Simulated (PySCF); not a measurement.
## A search over the determinants of GePb

Unrestricted PBE0; PySCF, scalar-relativistic core potentials, basis sets Ge def2-SVP, Pb def2-SVP with ECP60. Outer shells of the fragments: Ge 3d10 4s2 4p2; Pb 5d10 6s2 6p2.

Followed along the bond (rough minima from three points):

```tsv
2Ms+1	unpaired	⟨S²⟩ at the start	R at minimum (Å)	Te (eV)
3	π ↑↑	2.00	2.65	0.00
1	π ↑↓	1.00	2.65	0.21
3	σ ↑, π ↑	2.02	2.53	0.30
1	σ ↓, π ↑	1.01	2.53	0.50
1	none	0.00	2.68	0.74
```

Solutions found at the starting distance of 2.555 Å, counted from the lowest of them; the search is not exhaustive and high or unbound solutions are not listed, so other states can lie among these:

```
2Ms+1    unpaired   term  E (eV)  ⟨S²⟩  ⟨Lz²⟩  μ (D)
    3        π ↑↑    ³Σ⁻    0.00  2.00   0.00   1.19
    1        π ↑↓  mixed    0.20  1.00   2.01   1.14
    3    σ ↑, π ↑     ³Π    0.25  2.02   1.00   1.29
    1    σ ↓, π ↑  mixed    0.46  1.01   1.00   1.25
    1        none  mixed    0.76  0.00   2.00   0.98
    5  σ ↑, π ↑↑↑     ⁵Π    1.17  6.00   1.00   0.84
    3  σ ↑, π ↑↑↓  mixed    1.71  3.01   3.02   0.78
    3  σ ↓, π ↑↑↑  mixed    1.78  3.02   1.00   0.84
    3        π ↑↑  mixed    2.16  2.01   2.01   0.46
    5      π ↑↑↑↑    ⁵Σ⁺    3.69  6.01   0.00  -0.28
    5  σ ↑↑, π ↑↑    ⁵Σ⁻    3.97  6.00   0.00  -0.93
    3  σ ↑↑, π ↑↓  mixed    4.54  3.01   2.01  -1.12
    1  σ ↓↓, π ↑↑  mixed    4.70  2.01   0.00  -1.22
    1    σ ↓, π ↑  mixed    5.42  1.01   1.00  -1.38
```

A term symbol is given only where ⟨S²⟩ and ⟨Lz²⟩ are close to those of a pure state; real π, δ and φ orbitals otherwise mix terms. A positive dipole means Ge(−)Pb(+).

These are scalar-relativistic numbers at best; spin–orbit coupling would shift them, the dissociation energy most.
